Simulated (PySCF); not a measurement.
F2HInSe, SMILES [F][In]([F])[SeH]. Heavy atoms are numbered as in [In:1]([F:2])([F:3])[SeH:4]. Hydrogens are named by the atom that carries them.

The structure is a stationary point at B3LYP-D3(BJ)/def2-SVP. The structure was generated by enumeration; whether it is a known compound was not checked. The def2 effective core potentials stand for the cores of In; spin–orbit coupling is left out. Other conformers were not sampled.

All values below come from HF/def2-TZVP (PySCF).

ESP charges are fitted to the potential on shells at 1.4 to 2.0 van der Waals radii. Atomic charges (e), one atom of each kind:

```csv
atom,Löwdin,Mulliken,ESP fit
In1,0.52,1.42,1.17
F2,-0.34,-0.60,-0.48
Se4 (SeH),0.10,-0.37,-0.30
H on Se4,0.07,0.15,0.12
```
